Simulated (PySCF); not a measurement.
Molecule: C3H6O2 (charge 0, singlet). SMILES: COC(C)=O
Structure (B3LYP-D3(BJ)/def2-TZVP (Ansatz) minimum search):
```
C
O 1 1.2040
O 1 1.3493 2 123.34
C 3 1.4355 1 115.70 2 0.02
H 4 1.0864 3 105.63 1 -180.00
H 4 1.0894 5 110.63 3 -119.58
H 4 1.0894 5 110.63 6 -120.84
C 1 1.5038 2 125.65 3 179.96
H 8 1.0861 1 109.50 2 0.46
H 8 1.0907 9 110.06 1 -120.98
H 8 1.0908 9 110.01 10 -118.15
```
Charge 0, spin multiplicity 1.

Dispersion corrections to the total energy (kcal/mol) from the dftd3 and dftd4 libraries through PySCF: D3(BJ) without and D4 with the three-body term, each with the damping fitted for the functional named.

```tsv
functional	D3(BJ)	D4
BP86	…	-5.07
HF	-34.56	-15.68
BHLYP	-5.19	-4.21
PBE	…	-3.96
PW6B95	-1.83	-3.41
TPSS	-5.09	-5.36
r2SCAN	-1.14	…
```

Problem. Some entries are withheld; supply them.

Solution. 
- BP86, D3(BJ): -6.06
- PBE, D3(BJ): -4.14
- r2SCAN, D4: -1.01
